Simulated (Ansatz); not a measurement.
Geometry optimisation, Ansatz 0.2.0, RKS B3LYP/def2-SVP.

The input (input.yaml):

```yaml
crystal:
  periodic: [false, false, false]
  atoms:
    - { symbol: S, position_ang: [-0.86277, 1.69308, -1.73088] }
    - { symbol: Ga, position_ang: [0.43204, 0.95306, -0.05935] }
    - { symbol: B, position_ang: [0.3957, -1.03719, 0.6312] }
    - { symbol: Se, position_ang: [-1.21644, -1.88592, 0.28762] }
    - { symbol: H, position_ang: [-0.38046, 2.92666, -1.64073] }
    - { symbol: H, position_ang: [1.35046, 2.16267, 0.49209] }
    - { symbol: H, position_ang: [1.27115, -1.59304, 1.17243] }
    - { symbol: H, position_ang: [-0.98969, -3.21932, 0.84764] }
basis:
  gaussian: { orbitals: def2-SVP }
hamiltonian:
  xc: b3lyp
relax:
  f_tol: 0.015
  max_steps: 40
output:
  orbitals: {}
```

Command:

```bash
$ ansatz run input.yaml --threads 2 --pin off --max-ram 3072MiB --backend cpu --events-out ev --progress --plain --runs-dir out
```

Problem. Where does it end, and by what steps?

Solution. It converged. The force dipped under the threshold on the way, but the program's further checks kept it going. After 18 steps the energy has fallen by 0.131 eV; H7 moved furthest, 0.85 Å.

| step | energy less start (eV) | largest force component (eV/Å) | accepted |
| --- | --- | --- | --- |
| 0 | 0.0000 | 1.091 | yes |
| 1 | -0.0871 | 0.416 | yes |
| 2 | -0.0998 | 0.185 | yes |
| 3 | -0.1044 | 0.061 | yes |
| 4 | -0.1131 | 0.061 | yes |
| 5 | -0.1166 | 0.075 | yes |
| 6 | -0.1135 | 0.362 | no |
| 7 | -0.1214 | 0.052 | yes |
| 8 | -0.1244 | 0.122 | yes |
| 9 | -0.1185 | 0.302 | no |
| 10 | -0.1270 | 0.080 | yes |
| 11 | -0.1289 | 0.036 | yes |
| 12 | -0.1299 | 0.113 | yes |
| 13 | -0.1304 | 0.073 | yes |
| 14 | -0.1310 | 0.010 | yes |
| 15 | -0.1312 | 0.015 | yes |
| 16 | -0.1313 | 0.013 | yes |
| 17 | -0.1312 | 0.026 | no |
| 18 | -0.1313 | 0.005 | yes |

```xyz
8
Properties=species:S:1:pos:R:3
S -0.421 1.692 -1.979
Ga 0.321 1.020 0.018
B 0.286 -1.030 0.416
Se -1.335 -1.893 0.946
H -0.157 3.006 -1.790
H 0.849 2.180 0.941
H 1.281 -1.703 0.330
H -0.824 -3.273 1.118
```

The run took 68 s on 2 threads of AMD EPYC 7B13 (Zen 3), on a shared host, peak memory 0.34 GiB.
